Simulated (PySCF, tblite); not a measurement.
Isomers of C6H7N3O, one GFN2-xTB conformer each. Single-point energies are computed at PBE0/pcSseg-1 (PySCF, gas phase, no added dispersion term), electronic only.

Task: Rank them by PBE0/pcSseg-1 energy, lowest first (kJ/mol).
A. `[CH3:1][C:2](=[O:3])[c:4]1[cH:5][n:6][n:7][n:8][c:9]1[CH3:10]` with C1–C2–C4–C5 25°
B. `[CH3:1][CH2:2][c:3]1[cH:4][c:5]([CH:6]=[O:7])[n:8][n:9][n:10]1` with C1–C2–C3–C4 85°, C4–C5–C6–O7 0°
C. `[O:1]=[CH:2][c:3]1[cH:4][n:5]([CH:6]2[CH2:7][CH2:8]2)[n:9][n:10]1` with O1–C2–C3–C4 -1°, C4–N5–C6–C7 -144°

Result: A (0.0), C (0.1), B (16.5).

Neighbours under 10 kJ/mol apart (CC(=O)c1cnnnc1C and O=Cc1cn(C2CC2)nn1) can change places with a better method, another conformer or zero-point energy. GFN2-xTB itself gives, in the same order: 21.6, 0.0, 57.4. GFN2-xTB puts O=Cc1cn(C2CC2)nn1 lowest instead; measured from each level's own lowest isomer, the values differ by up to 40.9 kJ/mol (CCc1cc(C=O)nnn1: 57.4 against 16.5).

Task: Which frontier levels, dipoles and rotational constants go with these structures?

Result: 
```json
{"SMILES": "CC(=O)c1cnnnc1C", "HOMO (eV, PBE0/pcSseg-1)": "-7.23", "LUMO (eV)": "-2.83", "dipole (D)": "4.15", "A, B, C (MHz)": "2294, 1222, 821.1"}
{"SMILES": "O=Cc1cn(C2CC2)nn1", "HOMO (eV, PBE0/pcSseg-1)": "-7.55", "LUMO (eV)": "-1.52", "dipole (D)": "5.09", "A, B, C (MHz)": "4894, 721.8, 661.6"}
{"SMILES": "CCc1cc(C=O)nnn1", "HOMO (eV, PBE0/pcSseg-1)": "-7.38", "LUMO (eV)": "-3.03", "dipole (D)": "3.47", "A, B, C (MHz)": "2367, 949.1, 716.7"}
```

Task: What happens when harmonic zero-point energies from GFN2-xTB frequencies are added?

Result: 
```json
{"SMILES": "CC(=O)c1cnnnc1C", "ZPE (kJ/mol)": "326.8", "electronic (kJ/mol)": "0.0", "with ZPE (kJ/mol)": "0.0"}
{"SMILES": "O=Cc1cn(C2CC2)nn1", "ZPE (kJ/mol)": "333.8", "electronic (kJ/mol)": "0.1", "with ZPE (kJ/mol)": "7.1"}
{"SMILES": "CCc1cc(C=O)nnn1", "ZPE (kJ/mol)": "327.9", "electronic (kJ/mol)": "16.5", "with ZPE (kJ/mol)": "17.6"}
```

The zero-point energies span 7.0 kJ/mol. The order is unchanged.
